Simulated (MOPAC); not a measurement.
Input for MOPAC: PM6 on FHSn (SMILES [F][SnH]), a point of a bond scan (R = 3.587 Å).

```
PM6 1SCF PRECISE CHARGE=0 THREADS=1
FHSn

Sn    -0.09096150 1    -0.17370643 1     0.21890608 1
H     -1.97922318 1    -2.00452613 1    -2.21970640 1
F      0.62035194 1     1.08604865 1    -1.10498931 1
```

It printed:

```
*******************************************************************************
 **                                                                           **
 **                              MOPAC v23.2.5                                **
 **                                                                           **
 *******************************************************************************
 ** MOPAC's Digital Object Identifier: https://doi.org/10.5281/zenodo.6511958 **
 **                                                                           **
 ** Please cite the open-source release paper for use of this MOPAC version:  **
 ** J. E. Moussa and J. J. P. Stewart (2026)                                  **
 ** MOPAC: An open-source semiempirical molecular orbital program             **
 ** J. Open Source Softw., 11(119), 8025, https://doi.org/10.21105/joss.08025 **
 *******************************************************************************

                              PM6 CALCULATION RESULTS

 *******************************************************************************
 *  PM6        - The PM6 Hamiltonian to be used
 *
 *
 *
 *                 CHARGE ON SYSTEM = 0
 *
 *
 *
 *  PRECISE    - TIGHTER CRITERIA TO BE USED
 *  1SCF       - DO 1 SCF AND THEN STOP
 *  THREADS=1  - MULTI-THREADING NOT USED
 *  T=         - A TIME OF 172800.0 SECONDS REQUESTED
 *  DUMP=N     - RESTART FILE WRITTEN EVERY 7200.0 SECONDS REQUESTED
 *******************************************************************************
PM6 1SCF PRECISE CHARGE=0 THREADS=1
 FHSn

   ATOM   CHEMICAL          X               Y               Z
  NUMBER   SYMBOL      (ANGSTROMS)     (ANGSTROMS)     (ANGSTROMS)

     1      Sn         -0.09096150  *  -0.17370643  *   0.21890608  *
     2       H         -1.97922318  *  -2.00452613  *  -2.21970640  *
     3       F          0.62035194  *   1.08604865  *  -1.10498931  *



          CARTESIAN COORDINATES

    NO.       ATOM           X           Y           Z

     1        Sn         -0.0910     -0.1737      0.2189
     2         H         -1.9792     -2.0045     -2.2197
     3         F          0.6204      1.0860     -1.1050

 General Reference for PM6:
 "Optimization of Parameters for Semiempirical Methods V: Modification of NDDO Approximations
 and Application to 70 Elements", J. J. P. Stewart, J. Mol. Mod., 13, 1173-1213 (2007)
 URL: https://link.springer.com/article/10.1007/s00894-007-0233-4

           Empirical Formula: H Sn F  =     3 atoms



      MOLECULAR POINT GROUP   :   Cs


      RHF CALCULATION, NO. OF DOUBLY OCCUPIED LEVELS = 6


 -------------------------------------------------------------------------------
 PM6 1SCF PRECISE CHARGE=0 THREADS=1
 FHSn



     1SCF WAS SPECIFIED, SO BFGS WAS NOT USED
     SCF FIELD WAS ACHIEVED


                              PM6 CALCULATION
                                                       MOPAC v23.2.5 Linux




          FINAL HEAT OF FORMATION =         99.86519 KCAL/MOL =     417.83597 KJ/MOL


          COSMO AREA              =        103.49 SQUARE ANGSTROMS
          COSMO VOLUME            =         86.27 CUBIC ANGSTROMS

          IONIZATION POTENTIAL    =          6.027673 EV
          HOMO LUMO ENERGIES (EV) =         -6.028 -1.564
          NO. OF FILLED LEVELS    =          6
          MOLECULAR WEIGHT        =        138.6963         POINT GROUP:  Cs

          MOLECULAR DIMENSIONS (Angstroms)

            Atom       Atom       Distance
            F     3    H     2     4.18952
            H     2   Sn     1     1.67585
            H     2   Sn     1     0.00000


          SCF CALCULATIONS        =          1





   ATOM   CHEMICAL          X               Y               Z
  NUMBER   SYMBOL      (ANGSTROMS)     (ANGSTROMS)     (ANGSTROMS)

     1      Sn         -0.09096150  *  -0.17370643  *   0.21890608  *
     2       H         -1.97922318  *  -2.00452613  *  -2.21970640  *
     3       F          0.62035194  *   1.08604865  *  -1.10498931  *

                             CARTESIAN COORDINATES

   1   Sn       -0.090961500    -0.173706430     0.218906080
   2    H       -1.979223180    -2.004526130    -2.219706400
   3    F        0.620351940     1.086048650    -1.104989310


           Empirical Formula: H Sn F  =     3 atoms



      MOLECULAR POINT GROUP   :   Cs


                  EIGENVALUES
 -37.60745 -14.71902 -14.15222 -14.02262 -10.54740  -6.02767  -1.56358  -1.42428
   0.90789


              NET ATOMIC CHARGES AND DIPOLE CONTRIBUTIONS

  ATOM NO.   TYPE          CHARGE      No. of ELECS.   s-Pop       p-Pop
    1         Sn           0.560883        3.4391     1.92456     1.51456
    2          H          -0.059262        1.0593     1.05926
    3          F          -0.501621        7.5016     1.97593     5.52569
 DIPOLE           X         Y         Z       TOTAL
 POINT-CHG.    -1.176    -2.514     3.884     4.774
 HYBRID         0.543     1.163    -1.798     2.209
 SUM           -0.633    -1.351     2.086     2.565


          ATOMIC ORBITAL ELECTRON POPULATIONS

     Atom    s        px        py        pz
    1 Sn   1.92456   0.32432   0.41632   0.77391
    2  H   1.05926
    3  F   1.97593   1.91553   1.80910   1.80106

 **********************
 *                    *
 * JOB ENDED NORMALLY *
 *                    *
 **********************




 == MOPAC DONE ==
```

The run finished.

Cost: very roughly 0.020 core-seconds.
